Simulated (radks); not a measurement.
The numbers below are computed, except where a source is named.
Mean orbital radii <r> (bohr) of neutral silver, [Kr] 4d10 5s1, at several levels of relativity; Dirac values are averaged over j with weights 2j + 1. Spin-unpolarised spherical Kohn-Sham, PBEsol, point nucleus unless stated (finite: rms radius 4.5454 fm), a radial shooting solver on a logarithmic mesh with Libxc functionals. A level marked "c x" has the speed of light scaled by that factor.

| shell | non-rel. | scalar-rel., finite nucleus | Dirac | Dirac, finite nucleus | change of magnitude, last against first (%) |
|---|---|---|---|---|---|
| 1s | 0.03240 | 0.03112 | 0.03112 | 0.03112 | -3.95 |
| 2s | 0.1406 | 0.1350 | 0.1346 | 0.1346 | -4.23 |
| 2p | 0.1201 | 0.1177 | 0.1175 | 0.1175 | -2.11 |
| 3s | 0.3815 | 0.3688 | 0.3685 | 0.3685 | -3.40 |
| 3p | 0.3734 | 0.3678 | 0.3675 | 0.3675 | -1.58 |
| 3d | 0.3457 | 0.3459 | 0.3460 | 0.3460 | +0.07 |
| 4s | 0.9428 | 0.9118 | 0.9119 | 0.9119 | -3.27 |
| 4p | 1.015 | 1.001 | 1.001 | 1.001 | -1.38 |
| 4d | 1.402 | 1.419 | 1.419 | 1.419 | +1.27 |
| 5s | 3.305 | 3.134 | 3.134 | 3.134 | -5.16 |
